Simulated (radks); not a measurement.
Results of a calculation; reference values are marked as such.
Ag I, 47 electrons, occupied as [Kr] 4d10 5s1 (the NIST ground configuration). Level of theory: Dirac Kohn-Sham, PBE, spin-unpolarised, spherical densities, finite nucleus; Fermi nuclear charge, rms radius 4.5454 fm (a radial shooting solver on a logarithmic mesh with Libxc functionals).

Unscreened Slater integrals over Kohn-Sham orbitals (eV). Large and small components are both included. Empty in this configuration: 5p1/2.

\begin{tabular}{lr}
integral & value \\ \hline
F0(5s1/2,5s1/2) & 7.7955 \\
F0(5s1/2,4d5/2) & 9.7445 \\
G2(5s1/2,4d5/2) & 1.6129 \\
F0(5s1/2,4d3/2) & 9.7698 \\
G2(5s1/2,4d3/2) & 1.5476 \\
F0(5s1/2,4p3/2) & 10.103 \\
G1(5s1/2,4p3/2) & 0.50306 \\
F0(5s1/2,5p1/2) & 5.8217 \\
G1(5s1/2,5p1/2) & 3.1925 \\
F0(4d5/2,4d5/2) & 17.509 \\
F2(4d5/2,4d5/2) & 8.4712 \\
F4(4d5/2,4d5/2) & 5.4648 \\
F0(4d5/2,4d3/2) & 17.663 \\
F2(4d5/2,4d3/2) & 8.5538 \\
G2(4d5/2,4d3/2) & 8.5493 \\
G4(4d5/2,4d3/2) & 5.5186 \\
F0(4d5/2,4p3/2) & 20.182 \\
F2(4d5/2,4p3/2) & 9.6948 \\
G1(4d5/2,4p3/2) & 12.125 \\
G3(4d5/2,4p3/2) & 7.3633 \\
F0(4d5/2,5p1/2) & 6.4764 \\
G3(4d5/2,5p1/2) & 0.43422 \\
F0(4d3/2,4d3/2) & 17.820 \\
F2(4d3/2,4d3/2) & 8.6404 \\
F0(4d3/2,4p3/2) & 20.405 \\
F2(4d3/2,4p3/2) & 9.8586 \\
G1(4d3/2,4p3/2) & 12.372 \\
G3(4d3/2,4p3/2) & 7.5182 \\
F0(4d3/2,5p1/2) & 6.4840 \\
G1(4d3/2,5p1/2) & 0.56554 \\
F0(4p3/2,4p3/2) & 24.231 \\
F2(4p3/2,4p3/2) & 12.669 \\
F0(4p3/2,5p1/2) & 6.5812 \\
G2(4p3/2,5p1/2) & 0.14744 \\
F0(5p1/2,5p1/2) & 4.8238 \\
\end{tabular}
